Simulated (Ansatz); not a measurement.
Molecule: C6H11, charge 0, multiplicity 2. It need not be the lowest isomer of its formula. SMILES: [C@@H]1(C)C[CH]CC1
Geometry from a B3LYP-D3(BJ)/def2-TZVP (Ansatz, a program for electronic structure) optimisation:
```
C
H 1 1.0961
C 1 1.5210 2 108.78
H 3 1.0923 1 111.37 2 -59.92
H 3 1.0923 4 107.72 1 -122.42
H 3 1.0934 4 107.80 5 -116.05
C 1 1.5375 2 107.78 3 -124.68
H 7 1.0910 1 112.69 2 46.77
H 7 1.0947 8 107.47 1 -120.22
C 7 1.5397 8 113.32 9 -121.32
H 10 1.0948 7 112.92 8 84.64
H 10 1.1010 11 105.68 7 120.77
C 10 1.4941 11 113.28 12 122.01
H 13 1.0809 10 124.22 11 -46.50
C 13 1.4914 14 124.38 10 -179.93
H 15 1.0951 13 113.57 14 -45.26
H 15 1.1026 16 105.70 13 -122.35
```
Charge 0, spin multiplicity 2.

Computed values are from Ansatz. Correlated levels leave the core frozen unless marked. Open shells are spin-unrestricted. No spin-orbit coupling. No relativistic terms. CBS marks a two-point X^-3 extrapolation of the correlation energy; Hartree-Fock from the larger set. The bracket is a focal-point correction in the basis named.

What is the total energy at RI-MP2/CBS(cc-pVTZ,cc-pVQZ)+[CCSD(T)-MP2]/cc-pVTZ?

-234.8844 Eh.

What is the dipole moment at CCSD(T)/aug-cc-pVDZ?

0.20 D.

What is the T1 diagnostic at CCSD/cc-pVTZ?

0.010.

What is the atomisation energy De at RI-MP2/CBS(cc-pVTZ,cc-pVQZ)+[CCSD(T)-MP2]/cc-pVTZ?

1654.7 kcal/mol.
